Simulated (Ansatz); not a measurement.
Ansatz (a quantum-chemistry and plane-wave program) input for BiCl2, SMILES [Cl][Bi][Cl], multiplicity 2, PBE/def2-TZVPD. The structure is a stationary point at B3LYP-D3(BJ)/def2-TZVP. The multiplicity is an assumed one; other spin states were not compared. The isomer is the one that the SMILES or the coordinates give; other isomers of the formula were not compared. The def2 effective core potentials stand for the cores of Bi; spin–orbit coupling is left out.

Ansatz 0.2 input:
```yaml
crystal:
  periodic: [false, false, false]
  atoms:
    - {symbol: Bi, position_ang: [0.00000000, -0.00000000, 0.46136453]}
    - {symbol: Cl, position_ang: [0.00000000, 1.87460424, -1.12627223]}
    - {symbol: Cl, position_ang: [0.00000000, -1.87460422, -1.12627224]}
basis:
  gaussian:
    orbitals: def2-TZVPD
hamiltonian:
  xc: {name: PBE}
magnetization: {spin_polarized: true, initial_magnetization: 1}
```

Program output:

```
WARN ansatz: RAYON_NUM_THREADS=1 ignored (pool sized by the plan → 1); use --threads N
Functional definition: PBE
integrals: 0.07 GiB planned
933 factors; their error is unknown
mean field: 0.59 GiB planned
mean field evaluation 1: about -30877.6865 eV, gradient 1.8e1 eV
mean field evaluation 2: about -30864.6730 eV, gradient 5.1e1 eV
mean field evaluation 4: about -30879.5518 eV, gradient 2.1e0 eV
mean field evaluation 8: about -30879.5780 eV, gradient 4.0e-2 eV
mean field evaluation 16: about -30879.5685 eV, gradient 8.8e-5 eV
mean field -30879.56848132 eV, -1134.8032107653 hartree, gradient 5.5e-6 eV, S^2 0.751997; 0 other end points of the search recorded, 0 dependent functions left out
reference -30879.56853793 eV, -1134.8032128458 hartree; 29, 28 occupied and 119, 120 virtual orbitals, 933 factors
Total energy: -30879.56853793 eV, -1134.8032128458 hartree
```

Self-consistency was reached.
